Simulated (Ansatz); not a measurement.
One change: `C=CC(C)S` becomes `C[CH](S)[Zn][F]`.

Ansatz, PBE0-D4/def2-TZVP geometries, multiplicity 1. Each molecule was computed in one conformer, which needn't be the lowest.

Scalar relativity is left out up to krypton.

```json
{"property": "size of the dipole moment (PBE/def2-TZVPP) / D", "`C=CC(C)S`": "1.25"}
{"property": "HOMO energy (PBE0/def2-TZVPP) / eV", "`C=CC(C)S`": "-6.80"}
{"property": "HOMO–LUMO gap (B3LYP/def2-TZVPP) / eV", "`C=CC(C)S`": "6.28"}
{"property": "HOMO energy (ωB97M-V/def2-TZVPP) / eV", "`C=CC(C)S`": "-9.02"}
{"property": "LUMO energy (PBE0/def2-TZVPP) / eV", "`C=CC(C)S`": "-0.05"}
{"property": "size of the dipole moment (ωB97M-V/def2-TZVPP) / D", "`C=CC(C)S`": "1.30"}
```

Q: Give the same properties after the change, and the shifts. (Estimate.)

A: Computed: 
| property | `C[CH](S)[Zn][F]` | shift |
| --- | --- | --- |
| size of the dipole moment (PBE/def2-TZVPP) / D | 2.64 | 1.39 |
| HOMO energy (PBE0/def2-TZVPP) / eV | -6.69 | 0.11 |
| HOMO–LUMO gap (B3LYP/def2-TZVPP) / eV | 5.26 | -1.02 |
| HOMO energy (ωB97M-V/def2-TZVPP) / eV | -8.84 | 0.18 |
| LUMO energy (PBE0/def2-TZVPP) / eV | -0.94 | -0.89 |
| size of the dipole moment (ωB97M-V/def2-TZVPP) / D | 2.58 | 1.28 |

With PBE0 the HOMO rises by 0.11 eV and the LUMO falls by 0.89 eV, so the gap narrows by about 1.00 eV. PBE moves the HOMO by 0.01 eV and ωB97M-V by 0.18 eV. Dipoles are sizes alone; their direction can turn.

B3LYP here is the variant with VWN-RPA as its local correlation; programs differ in this.
